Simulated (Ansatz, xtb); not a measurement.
**Relative energy of two isomers of C4H5FSe**

We compare a, `F[C@@H]1C=C[Se]C1`, a singlet, with b, `FC1=CCC[Se]1`, a singlet. Both are isolated molecules in the gas phase, relaxed with PBE0-D3(BJ)/def2-SVP; the shapes shown needn't be the lowest conformers.

a (Å):

```xyz
11

C    -0.7178   -0.2576   -1.8150
C     0.4681   -0.3315   -0.9021
C     1.5043    0.4527   -1.2255
C    -0.2713    0.3146   -3.1544
F    -1.6788    0.5629   -1.2449
Se    1.3374    1.3952   -2.8492
H    -1.1990   -1.2394   -1.9673
H     0.4275   -0.9108    0.0232
H     2.4049    0.5867   -0.6222
H     0.0024   -0.4911   -3.8494
H    -1.0695    0.9253   -3.5959
```

b (Å):

```xyz
11

C    -1.4099   -0.0705   -1.8858
C    -0.5661    0.7754   -1.2911
C     0.8839    0.4284   -1.4599
C     1.0293   -0.4157   -2.7278
F    -2.7269   -0.0287   -1.8102
Se   -0.6160   -1.4790   -2.8976
H    -0.9209    1.5988   -0.6682
H     1.2363   -0.1406   -0.5782
H     1.5220    1.3240   -1.5313
H     1.8944   -1.0910   -2.7030
H     1.0928    0.2188   -3.6237
```

Quicker runs give these differences E(b) − E(a): GFN2-xTB −0.9 kcal/mol; HF/STO-3G −4.8 kcal/mol (at GFN2-xTB geometries); r2SCAN-D4/def2-SVP +1.9 kcal/mol (at GFN2-xTB geometries).

Problem. Estimate E(b) − E(a) at the level CCSD(T)/def2-SVP + ΔMP2/def2-TZVPP.

Solution. Calculated at CCSD(T)/def2-SVP + ΔMP2/def2-TZVPP: E(b) − E(a) = +4.6 kcal/mol, so structure a lies lower.

How the difference moves with the method:

| level | geometry | E(b) − E(a) (kcal/mol) | departure from the last row (kcal/mol) | job, with rough time for the two |
| --- | --- | --- | --- | --- |
| GFN2-xTB | GFN2-xTB | −0.9 | −5.6 | optimisation, 0.46 s |
| HF/STO-3G | GFN2-xTB | −4.8 | −9.5 | single point, 1.5 s |
| r2SCAN-D4/def2-SVP | GFN2-xTB | +1.9 | −2.7 | single point, 8.1 s |
| PBE0-D3(BJ)/def2-SVP | PBE0-D3(BJ)/def2-SVP | +2.0 | −2.6 | optimisation, 1.8 min |
| HF/def2-SVP | PBE0-D3(BJ)/def2-SVP | +4.8 | +0.2 | part of the CCSD(T) run |
| MP2/def2-SVP | PBE0-D3(BJ)/def2-SVP | +2.8 | −1.9 | part of the CCSD(T) run |
| CCSD(T)/def2-SVP | PBE0-D3(BJ)/def2-SVP | +3.2 | −1.5 | single point |
| CCSD(T)/def2-SVP + ΔMP2/def2-TZVPP | PBE0-D3(BJ)/def2-SVP | +4.6 |  | single point, 80 s |

As drawn, both hold the same kinds of bond in the same numbers.

GFN2-xTB, HF/STO-3G put the two in the other order. The largest departure from CCSD(T)/def2-SVP + ΔMP2/def2-TZVPP is that of HF/STO-3G, 9.5 kcal/mol. The last row adds to CCSD(T) the change of the MP2 difference between the two basis sets, here +1.5 kcal/mol.

With thermal terms from frequencies at re-optimised GFN2-xTB minima (ideal gas, soft modes damped towards free rotors, one conformer each, 298.15 K, 1 atm): the zero-point term adds +0.4 kcal/mol; ΔH is +5.1 and ΔG +5.0 kcal/mol.

The correlated steps freeze 14 core orbitals; the filled d shell of Se is correlated, in a basis made for valence electrons. Mirror images aren't counted in ΔG. Run with Ansatz 0.2.0, xtb 6.7.1; the last row on 2 threads of Intel(R) Xeon(R) Processor @ 2.70GHz on a shared host.
